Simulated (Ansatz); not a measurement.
Total energies of Ge(vinyl)2H2 (C₄H₈Ge) from Ansatz at PBE0-D4/def2-TZVP, gas phase (1 Eh = 27.2114 eV = 2625.5 kJ/mol). The reference geometry is relaxed at PBE-D4/def2-SVP.

```
                 state   geometry  energy (Eh)
      charge 0 singlet  reference  -2233.78299
      charge 1 doublet  reference  -2233.43382
free Ge atom (triplet)          –  -2076.65516
 free C atom (triplet)          –    -37.80537
 free H atom (doublet)          –     -0.50104
```

Question: Work out the vertical ionisation energy to the doublet.

Answer: E(charge 1 doublet) − E(charge 0 singlet) = -2233.43382 − (-2233.78299) = 0.34917 Eh = 9.50 eV. For comparison, −ε of the highest occupied level is 7.71 eV at this level, 1.79 eV less.

Question: What is the binding energy per atom against free atoms?

Answer: Atoms: 1 × (-2076.65516) + 4 × (-37.80537) + 8 × (-0.50104) = -2231.88496 Eh. Binding: -2231.88496 − (-2233.78299) = 1.89803 Eh = 51.65 eV, or 3.97 eV for each of 13 atoms (no zero-point energy, no counterpoise term).
